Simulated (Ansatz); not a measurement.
`B[Si](O)(F)F` and `CO[Si](O)(F)F` differ in one atom or group.

Ansatz, PBE0-D4/def2-TZVP geometries, multiplicity 1. Each molecule was computed in one conformer, which needn't be the lowest.

| property | `B[Si](O)(F)F` |
| --- | --- |
| HOMO energy (ωB97M-V/def2-TZVPP) / eV | -11.39 |
| LUMO energy (PBE/def2-TZVPP) / eV | -3.90 |
| zero-point energy (PBE0-D4/def2-TZVP) / kJ/mol | 106.6 |
| HOMO–LUMO gap (ωB97M-V/def2-TZVPP) / eV | 10.56 |
| HOMO energy (B3LYP/def2-TZVPP) / eV | -8.97 |
| ideal-gas entropy at 298 K and 1 bar (rigid rotor, harmonic PBE0-D4/def2-TZVP) / J/(mol·K) | 342 |

Question: Give the same properties after the change, and the shifts. (Best estimate.)

Answer: Computed: 
```csv
property,`CO[Si](O)(F)F`,shift
HOMO energy (ωB97M-V/def2-TZVPP) / eV,-11.52,-0.13
LUMO energy (PBE/def2-TZVPP) / eV,-0.39,3.51
zero-point energy (PBE0-D4/def2-TZVP) / kJ/mol,166.9,60.3
HOMO–LUMO gap (ωB97M-V/def2-TZVPP) / eV,13.61,3.05
HOMO energy (B3LYP/def2-TZVPP) / eV,-8.83,0.14
"ideal-gas entropy at 298 K and 1 bar (rigid rotor, harmonic PBE0-D4/def2-TZVP) / J/(mol·K)",369,27
```

With PBE0 the HOMO rises by 0.09 eV and the LUMO rises by 3.42 eV, so the gap widens by about 3.33 eV. PBE moves the HOMO by 0.36 eV and ωB97M-V by -0.13 eV. The zero-point energy changes by 60.3 kJ/mol with +6 modes.

B3LYP here is the variant with VWN-RPA as its local correlation; programs differ in this.
